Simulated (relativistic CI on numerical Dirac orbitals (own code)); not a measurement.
**Transition arrays of Te15+**

Calculated at this level of theory: Dirac-Coulomb-Breit CI, separate exchange-only KLI orbitals for each configuration, model QED, valence Slater integrals scaled by 0.9, whole transition arrays (own radial code, finite nucleus).

Configuration list (outside the closed core [Ar] 3d10 4s2): 4p6.4d, 4p6.4f, 4p5.4d2, 4p6.5p, 4p6.5f. Levels of other configurations are missing.

All E1 lines from the levels of 4p6.4d; mean and standard deviation are weighted by gf, and upper levels are sorted by their leading configuration.

```
Upper configuration  Lines   Σgf  Mean (eV)  Mean (nm)  σ (eV)  Strongest line (nm)
            4p5.4d2     63  62.5     104.69     11.843    4.38               11.683
             4p6.5p      3   1.1     125.95      9.844    1.16                9.794
             4p6.5f      3   0.6     194.23      6.383    1.00                6.409
```

Σgf per state of the lower configuration in bins of 0.1 nm over the central range (centre: value): 9.75: 0.06, 9.95: 0.04, 11.55: 0.86, 11.65: 1.57, 11.75: 1.53, 11.85: 0.47, 11.95: 1.51, 12.45: 0.02, 13.75: 0.03, 13.95: 0.02, 14.25: 0.07.

(1) How do configuration mixing and the scaling of the Slater integrals move the arrays?

Answers

(1) Slater scale 0.9, no configuration mixing: 4p6.4f 92.8 ± 1.0 eV (Σgf 8.3), 4p5.4d2 102.0 ± 6.2 eV (Σgf 51.4), 4p6.5p 126.0 ± 1.2 eV (Σgf 1.4), 4p6.5f 194.2 ± 1.0 eV (Σgf 0.8); Slater scale 1: 4p5.4d2 106.9 ± 4.3 eV (Σgf 63.8), 4p6.5p 125.9 ± 1.2 eV (Σgf 1.1), 4p6.5f 194.2 ± 1.0 eV (Σgf 0.5); Slater scale 0.8: 4p5.4d2 102.5 ± 4.4 eV (Σgf 61.1), 4p6.5p 126.0 ± 1.2 eV (Σgf 1.2), 4p6.5f 194.2 ± 1.0 eV (Σgf 0.6). With mixing, levels are counted to their leading configuration, so an array can shrink or vanish into another, and the sums then hold other lines.
